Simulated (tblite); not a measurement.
Compound: C3H12FPSi3.
Numbering: `[CH3:1][CH2:2][C@@H:3]1[SiH2:4][PH:5][SiH2:6][Si@@H:7]1[F:8]` (hydrogens: H9, H10, H11 on C1; H12, H13 on C2; H14 on C3; H15, H16 on Si4; H17 on P5; H18, H19 on Si6; H20 on Si7)

Structure used (GFN2-xTB), in Å, numbered top down from 1:
```
atom  x, y, z in Å
C1     1.696   -1.035    0.351
C2     1.789    0.250   -0.458
C3     0.442    0.963   -0.633
Si4   -0.274    1.552    1.054
P5    -1.499   -0.081    1.988
Si6   -1.985   -1.243    0.124
Si7   -0.855   -0.106   -1.551
F8    -0.087   -1.118   -2.560
H9     1.120   -1.788   -0.185
H10    2.690   -1.438    0.534
H11    1.218   -0.856    1.315
H12    2.199    0.017   -1.445
H13    2.488    0.933    0.033
H14    0.638    1.866   -1.218
H15    0.807    1.897    1.981
H16   -1.101    2.742    0.812
H17   -2.674    0.637    2.007
H18   -3.442   -1.274   -0.052
H19   -1.564   -2.624    0.396
H20   -1.611    0.718   -2.495
```

Calculated harmonic vibrations of the isolated species, GFN2-xTB (tblite), most abundant isotopes, no scaling. Errors from tens to a few hundred cm⁻¹ against measured bands are possible. Modes of hydrogen on phosphorus and silicon can be 10 to 20 % off. One conformer, not necessarily the lowest.

Harmonic wavenumbers (cm⁻¹): 55.2, 69.3, 106.4, 137.1, 149.0, 188.6, 197.6, 242.1, 260.0, 298.4, 377.1, 413.3, 434.7, 449.7, 469.9, 496.4, 526.1, 550.5, 572.0, 589.2, 644.2, 657.4, 669.2, 720.9, 727.3, 741.0, 776.8, 787.7, 802.0, 847.6, 942.4, 1047.5, 1057.3, 1125.8, 1141.2, 1234.5, 1262.2, 1348.3, 1417.4, 1490.1, 1501.4, 1504.2, 2189.9, 2197.4, 2201.9, 2236.4, 2242.3, 2356.0, 2926.6, 2945.7, 2966.9, 2997.4, 3019.2, 3029.9.

A = 1208, B = 913.7, C = 697.0 MHz; mass 181.997 u (most abundant isotopes); point group C1, symmetry number 1.

**Question.** Zero-point energy?

**Answer.** Half the sum of the wavenumbers: 30169 cm⁻¹ = 86.26 kcal/mol.

**Question.** Entropy at 500 K, 1 bar (ideal gas, RRHO, classical rotation)?

**Answer.** Translation 44.10, rotation 31.96, vibration 63.54: S = 139.6 cal/(mol K).

**Question.** And Cp and H(500 K) − H(0)?

**Answer.** Cp = 68.08 cal/(mol K), of which vibrations give 60.13 (their classical limit is 54 R = 107.3); H(500 K) − H(0) = 20.52 kcal/mol without the zero-point energy, 16.55 from vibrations.

**Question.** What must be added to the electronic energy to get the Gibbs energy at 500 K and 1 bar?

**Answer.** ZPE + [H(500 K) − H(0)] − T·S = 86.26 + 20.52 − 69.80 = 36.98 kcal/mol.

**Question.** Which modes carry the vibrational entropy at 500 K?

**Answer.** 55.2 cm⁻¹: 5.65; 69.3 cm⁻¹: 5.19; 106.4 cm⁻¹: 4.35; 137.1 cm⁻¹: 3.85; 149.0 cm⁻¹: 3.69; 188.6 cm⁻¹: 3.23 cal/(mol K); the other 48 give 37.59 together.

**Question.** How do the functions run with temperature in this model?

**Answer.** 
```tsv
T (K)	S (cal/(mol K))	Cp (cal/(mol K))	H − H(0) (kcal/mol)	G − H(0) (kcal/mol)	ln q(vib)
150	82.8	28.9	2.65	-9.78	3.36
250	101.1	43.4	6.28	-18.99	6.73
298.15	109.2	49.4	8.51	-24.06	8.40
400	125.3	60.0	14.11	-36.02	11.93
600	152.6	74.6	27.67	-63.89	18.59
900	185.7	88.3	52.28	-114.83	27.58
```

q(vib) and H(0) count from the zero-point level.

Hindered rotation and anharmonicity are outside this model. Other conformers, if any are populated, would add a mixing term that is left out. The structure is chiral; the term R ln 2 for an equal mix with its mirror image is left out.
